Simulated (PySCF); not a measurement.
## Telling isomers of C7H9N3 apart by NMR

[PySCF: GFN2-xTB structure; shielding tensors at PBE0/pcSseg-1 (GIAO); non-relativistic Hamiltonian; isolated molecule; one conformer; equivalent nuclei averaged]

Scale: TMS for ¹H (31.72 ppm), ¹³C (186.93 ppm) (reference shieldings calculated alike). Where no couplings were computed, multiplicities follow the n + 1 count of equivalent neighbours, and m marks all less simple cases (inequivalent or close neighbours, rings, F or P nearby). Shifts are as computed. Against solution values, carbons near 30 ppm lie about +3 ppm off and those near 130 ppm about +5 ppm. Of 1211 compounds with measured shifts, 218 miss one by over three times the rms of a fit or turn the order of signals round; such compounds aren't used in these exercises.

(1) Tabulate the signals of `C=Cn1ncc(C2CC2)n1`, `C#Cc1nn(CC)nc1C`, `Cc1cnc(C2CC2)nn1`, `Cc1ncnc(C2CC2)n1` and their relative energies.

(2) What is the quickest way to tell Cc1cnc(C2CC2)nn1 from Cc1ncnc(C2CC2)n1?

(3) What is the quickest way to tell C=Cn1ncc(C2CC2)n1 from Cc1cnc(C2CC2)nn1?

(4) What is the quickest way to tell C#Cc1nn(CC)nc1C from Cc1cnc(C2CC2)nn1?

Answers

(1) 
```json
{"SMILES": "C=Cn1ncc(C2CC2)n1", "carbon types": "1×C 3×CH 3×CH2", "δC": "159.6, 139.3, 132.8, 107.8, 12.7, 11.1", "δH": "7.34 (m, 1H), 7.10 (s, 1H), 6.41 (m, 1H), 5.21 (m, 1H), 2.26 (m, 1H), 1.14 (m, 2H), 0.63 (m, 2H)", "E rel. (kcal/mol)": "40.9"}
{"SMILES": "C#Cc1nn(CC)nc1C", "carbon types": "3×C 1×CH 1×CH2 2×CH3", "δC": "155.2, 133.9, 92.8, 79.3, 51.4, 19.4, 13.2", "δH": "4.40 (q, 2H), 3.01 (s, 1H), 2.56 (s, 3H), 1.44 (t, 3H)", "E rel. (kcal/mol)": "46.8"}
{"SMILES": "Cc1cnc(C2CC2)nn1", "carbon types": "2×C 2×CH 2×CH2 1×CH3", "δC": "175.2, 161.1, 153.4, 22.0, 19.7, 15.3", "δH": "8.42 (s, 1H), 2.86 (s, 3H), 2.81 (m, 1H), 1.20 (m, 2H), 1.16 (m, 2H)", "E rel. (kcal/mol)": "31.0"}
{"SMILES": "Cc1ncnc(C2CC2)n1", "carbon types": "2×C 2×CH 2×CH2 1×CH3", "δC": "187.0, 182.0, 172.0, 28.6, 21.8, 16.2", "δH": "8.98 (s, 1H), 2.80 (s, 3H), 2.24 (m, 1H), 1.32 (m, 2H), 1.16 (m, 2H)", "E rel. (kcal/mol)": "0.0"}
```

Energies are electronic energies at PBE0/pcSseg-1 on these geometries, without zero-point or thermal terms, each for the one conformer computed, which needn't be the lowest.

(2) Both give the same number of carbon signals, with the same numbers of each carbon type, so the positions decide. The first has a substituted aromatic carbon next to a ring nitrogen (C) at 161.1 ppm, the second an aromatic CH between two ring heteroatoms at 172.0 ppm. Their most deshielded carbons lie at 175.2 and 187.0 ppm. In the proton spectra the most deshielded non-exchanging signals are 8.42 (s, 1H) and 8.98 (s, 1H).

(3) Both give the same number of carbon signals, but DEPT or the intensities differ. The first has a terminal =CH2 carbon at 107.8 ppm, the second a methyl carbon on an aromatic ring (CH3) at 22.0 ppm. Their most deshielded carbons lie at 159.6 and 175.2 ppm. In the proton spectra the most deshielded non-exchanging signals are 7.34 (m, 1H) and 8.42 (s, 1H).

(4) Count the carbon signals: 7 against 6. The first has an alkyne carbon (C) at 79.3 ppm, the second an aromatic CH next to a ring nitrogen at 153.4 ppm. Their most deshielded carbons lie at 155.2 and 175.2 ppm. In the proton spectra the most deshielded non-exchanging signals are 4.40 (q, 2H) and 8.42 (s, 1H).
